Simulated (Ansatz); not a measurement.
`[CH3][Sn][OH]` + NH₃ → `[CH3][Sn][NH2]` + H₂O  (ligand exchange at the Sn–O bond)

Computed with Ansatz on PBE0-D4/def2-TZVP structures; ΔE is electronic, products minus reactants. CBS: MP2 limit from def2 TZ/QZ plus the TZ coupled-cluster correction, frozen cores. This one scheme is used for every species. DFT in def2-TZVPP. HSE06 is defined as in plane-wave codes. Elements past krypton have def2 core potentials. For Sn outer-core shells are correlated without core-valence functions, which leaves a few kJ/mol of doubt a bond. Each species was taken in one conformer, which may not be the lowest.

```tsv
level	ΔE (kJ/mol)
LDA (SPW92)	16.3
PBE-D4	22.3
BLYP-D4	25.2
r2SCAN-D4	23.0
HSE06	20.4
MP2/def2-QZVPP	17.5
SCS-MP2/def2-QZVPP	20.4
MP2/CBS(def2)	17.6
```

What does CCSD(T)/CBS give? (An estimate is asked.)

Ansatz gave: +18.6 kJ/mol. The listed levels differ from it by -2.3, 3.7, 6.6, 4.4, 1.8, -1.1, 1.8, -1.0 kJ/mol.

Largest T1 diagnostic among the species: 0.016.

Leaving LDA and LC-ωPBE aside and taking each functional with its dispersion term where it has one, the values, not all of them listed here, spread over 11.0 kJ/mol, from PBE-QIDH to B97M-V. LDA lies −7.8 kJ/mol from PBE without D4. From BLYP to BHLYP (50 % exact exchange), in def2-TZVPP and without D4, ΔE moves by −5.4 kJ/mol.
